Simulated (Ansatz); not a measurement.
CH4Cl2OSn, SMILES `C[O][SnH]([Cl])[Cl]`. Charge 0, multiplicity 1. Sn takes the def2 core potential.

```xyz
9

C    -0.1855    1.3174   -0.6724
O     0.6993    0.6853    0.2316
Sn    0.4189   -1.1509    0.7744
Cl   -1.6944   -1.2943    1.7010
Cl    0.3695   -2.4498   -1.1376
H    -1.2073    1.3655   -0.2795
H     0.1740    2.3380   -0.8214
H    -0.2061    0.8131   -1.6450
H     1.6317   -1.6242    1.8490
```

What are the harmonic wavenumbers in cm⁻¹ at PBE0-D4/def2-TZVP (Ansatz, finite differences of forces, unscaled)? (Estimate.)

Computed: 51, 100, 104, 115, 181, 253, 376, 382, 541, 552, 585, 1103, 1178, 1193, 1475, 1493, 1497, 2017, 3014, 3079, 3112.

Is this a minimum?

Yes, all 21 modes are real.

Give the ideal-gas thermochemistry at 298.15 K and 1 bar (rigid rotor, harmonic oscillator; point group Cs, symmetry number 1).

Zero-point energy 134.0 kJ/mol; H(298) − E = 158.0 kJ/mol; entropy 392.6 J/(mol·K), of which translation 176.2, rotation 121.5, vibration 94.9; G(298) − E = 40.9 kJ/mol. Modes under 100 cm⁻¹ are hindered rotations or soft bends, so the harmonic entropy is rough.

And at 400, 500, 600, 800 and 1000 K?


```json
{"T (K)": "400", "H − E (kJ/mol)": "170.1", "S (J/mol/K)": "427.3", "G − E (kJ/mol)": "-0.9"}
{"T (K)": "500", "H − E (kJ/mol)": "183.1", "S (J/mol/K)": "456.4", "G − E (kJ/mol)": "-45.1"}
{"T (K)": "600", "H − E (kJ/mol)": "197.2", "S (J/mol/K)": "482.0", "G − E (kJ/mol)": "-92.0"}
{"T (K)": "800", "H − E (kJ/mol)": "227.8", "S (J/mol/K)": "525.9", "G − E (kJ/mol)": "-193.0"}
{"T (K)": "1000", "H − E (kJ/mol)": "260.8", "S (J/mol/K)": "562.7", "G − E (kJ/mol)": "-301.9"}
```
